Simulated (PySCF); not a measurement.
**Correlation energy of B³⁺ (boron, charge +3)**

1s2, closed-shell 1S. All numbers are calculated (PySCF 2.14, scalar relativity by spin-free X2C-1e, in x2c-QZVPPall with one added diffuse shell each of s, p, d, f type (8s5p4d3f1g, 73 functions)). Frozen: nothing; 2 electrons correlated.

With two correlated electrons CCSD is exact within the correlated space (frozen core and kept virtual orbitals).

```tsv
level	correlation energy (mhartree)
CCSD	-17.24
```

Diagnostics: T1 = 0.00061, D1 = 0.0009, largest double amplitude 0.008.

Task: Is a single reference adequate?

Result: Yes: T1 lies below 0.03 and no double amplitude reaches 0.07.

This basis was not built for core-valence correlation, so the inner-shell part is incomplete.
